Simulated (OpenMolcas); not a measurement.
**Ar⁴⁺: effect of the active space**

| Item | Value |
| --- | --- |
| Program | OpenMolcas |
| Method | SS-CASPT2, IPEA 0.25 Eh, imaginary shift 0.1 Eh |
| Basis | ANO-RCC-VDZP |
| Scalar Hamiltonian | DKH2, point nucleus |
| Spin-orbit coupling | state interaction with AMFI integrals over the reference wave functions, term energies averaged over their components |

A. 2 electrons in 3 orbitals (3p); 2S+1 = 3 even, 3 roots; 2S+1 = 1 even, 6 roots; closed shells correlated: 2s 2p 3s; CASPT2 step of the order of 0.5 core-seconds
B. 4 electrons in 4 orbitals (3s 3p); 2S+1 = 3 even, 6 roots; 2S+1 = 1 even, 11 roots; 2S+1 = 5 odd, 1 root; 2S+1 = 3 odd, 9 roots; 2S+1 = 1 odd, 8 roots; closed shells correlated: 2s 2p; CASPT2 step roughly 1.7 core-seconds

Energies in cm⁻¹ above 3s² 3p² ³P₀, the measured ground level; measured values from Saloman, J. Phys. Chem. Ref. Data 39, 033101 (2010).

```csv
Level,A,B,Measured
3s² 3p² ³P₀,0.0,0.0,0.0
3s² 3p² ³P₁,714,697,763
3s² 3p² ³P₂,1935,1879,2029
3s² 3p² ¹D₂,18080,17690,16299
3s² 3p² ¹S₀,40630,38040,37912
```

Deviations, from unrounded energies. A percentage is the sum of absolute deviations over the sum of measured energies, with the sign that they share, or ± where signs differ.

```csv
Against measurement,Levels,A,B
mean absolute deviation (cm-1),4,1200,430
fine structure of the ground term (%),2,-5.1,-7.7
other terms of the ground configuration (%),2,+8.3,+2.8
```

B lies closest to measurement on these levels. The largest miss of B in the table is 3s² 3p² ¹D₂, by +1400 cm-1. The ranking rests on the paired levels alone, and a cruder setting can come out closer through cancelling errors.

Between A and B the level of the table that moves most is 3s² 3p² ¹S₀, by 2600 cm-1 (lowest in B, highest in A). Moves below CASPT2's spread within the term are not significant.

CASPT2 breaks the degeneracy within a term, and the mean is taken; among the terms shown or strongly mixed into the levels shown the widest spread is 130 cm-1 (3s² 3p² ¹D, A). Over all roots computed the reference weight is 0.87 to 0.99 in B; the roots of lowest weight are the least certain, and an intruder state may touch them. The basis is small and was not contracted for so high a charge. With the s shell closed, the reference lacks s² → p² mixing (holds for A). Computed and measured levels are paired by configuration, term and J; levels that our copy of the source lacks, or whose pairing is in doubt (as where it misses far off the trend of its configuration), stay unpaired and out of the deviations. Only configurations of the active space appear. Levels that lie high or do not pair safely by name in every column are left out.
